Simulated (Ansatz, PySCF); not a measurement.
Dimer: H5NSi (SMILES N[SiH3]) (first 7 atoms) with CH4 (SMILES C); geometry from B3LYP-D3(BJ)/def2-TZVP.
(charge 0, multiplicity 1):
```xyz
12

N      0.9059    -0.3791     0.2064
Si    -0.6519     0.3262    -0.0057
H      1.6797    -0.0661    -0.3585
H      1.2172    -0.6469     1.1268
H     -0.8403     1.6741     0.5991
H     -0.8857     0.4544    -1.4627
H     -1.6618    -0.5685     0.6048
C      0.2074    -0.0987     3.7341
H      1.2576    -0.3896     3.7500
H      0.0990     0.8527     3.2156
H     -0.3793    -0.8627     3.2251
H     -0.1507     0.0041     4.7573
```

Interaction energies are E(AB) − E(A) − E(B) at the monomers' geometry in the complex; basis-set methods are counterpoise corrected. Rows marked so take none.

Rows in 3-21G carry no dispersion term and start afresh at each structure.

Codes used: Ansatz (Gaussian basis) for Hartree–Fock, density functionals and correlated methods; PySCF for 3-21G rows, the dispersion terms. Values without a source in brackets are computed.

### Question
One of these levels gives -1.34 kcal/mol for the interaction energy. Which one is it?
A) r2SCAN-D3(BJ)/def2-TZVPPD
B) B3LYP/3-21G (no counterpoise)
C) B3LYP/def2-TZVPPD
D) BLYP/def2-TZVPPD

### Answer
A, r2SCAN-D3(BJ)/def2-TZVPPD. The others give 0.94 (BLYP/def2-TZVPPD), -0.64 (B3LYP/3-21G (no counterpoise)), 0.44 (B3LYP/def2-TZVPPD)

Ansatz is a first-principles code.
